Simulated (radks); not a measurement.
Values are calculated unless marked as measured or tabulated.
Q: All-electron atom: Ho+ in [Xe] 4f11 6s1 (the NIST ground configuration). Code: a radial shooting solver on a logarithmic mesh with Libxc functionals. Model: scalar-relativistic Kohn-Sham, LDA (Slater exchange, Perdew-Wang correlation), spin-unpolarised, spherical densities, point nucleus. Some entries of the table are withheld. Estimate them.

orbital,occ.,eigenvalue (hartree),<1/r> (bohr^-1),<r> (bohr)
1s,2,-2038.008,76.01,0.02075
2s,2,(1),17.68,0.08815
2p,6,-302.3569,16.38,0.07809
3s,2,-76.35590,6.510,0.2301
3p,6,-64.50864,6.094,0.2290
3d,10,-49.44920,5.780,0.2079
4s,2,-15.25417,2.751,0.5191
4p,6,(2),2.519,0.5504
4d,10,-6.08521,2.222,0.5968
5s,2,-2.10186,1.040,1.276
5p,6,-1.19961,0.8604,1.519
4f,11,-0.36572,1.601,0.8494
6s,1,-0.33890,0.3463,3.625

A: 
(1) 2s eigenvalue (hartree): -341.1306
(2) 4p eigenvalue (hartree): -11.35359
